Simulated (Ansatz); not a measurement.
## Reading a saddle point

A first-order saddle point of ZnH3OF, closed shell, PBE0-D4/def2-TZVP, with one imaginary mode of 980i cm⁻¹:

Zn1  (0.026, -0.130, -0.083)
H2  (-0.313, 1.186, 1.044)
O3  (0.201, -1.860, -0.443)
H4  (-0.131, 1.634, 0.193)
F5  (0.161, 1.615, -1.014)
H6  (0.056, -2.445, 0.302)
(Å)

Ansatz 0.2.0; basis: def2-TZVPP and def2-QZVPP; cores frozen in the correlated methods. The 3s and 3p shells of Cu and Zn are frozen; filled d shells are correlated. Extrapolation: Hartree–Fock as exp(−7.88 √X), correlation as X^−2.97.

Q: Which contacts change along the imaginary mode, and what lies on either side? (A judgement: the text doesn't fix the answer.)

A: By the calculation: The step is ZnH₂O ([OH][ZnH]) + HF → ZnHOF ([OH][Zn][F]) + H₂, with the molecules in contact on both sides. Shortening one way: Zn1–F5, H2–H4; lengthening the same way: Zn1–H2, H4–F5.
```
  pair  one side (Å)  saddle (Å)  other side (Å)
Zn1–F5          2.51        1.98            1.74
 H2–H4          2.53        0.98            0.75
Zn1–H2          1.53        1.77            2.79
 H4–F5          0.92        1.24            2.63
```

Q: Which side is lower, and how far does the saddle lie above each? (Judge from chemistry; the value comes from the calculation.)

A: Computed: The side with Zn1–F5, H2–H4 short is lower by 34.2 kJ/mol; the saddle lies 104.4 kJ/mol above it and 70.2 kJ/mol above the other (CCSD(T) at an estimated basis limit (MP2 extrapolated from triple and quadruple zeta, plus CCSD(T) − MP2 in triple zeta); electronic energies).

No T1 diagnostic of these runs exceeds 0.018.

Labels in which every atom is bracketed show which atoms are joined, not bond orders.

For scale, one of the runs: CCSD(T)/def2-TZVPP, 168 basis functions, launched by `ansatz run in.yaml --threads 4 --pin off --events-out ev --progress --plain --max-ram 9574MiB`. Hardware: 4 CPU threads of an Arm Neoverse V1, shared host. Wall time 31 s; peak host memory 1.4 GiB.
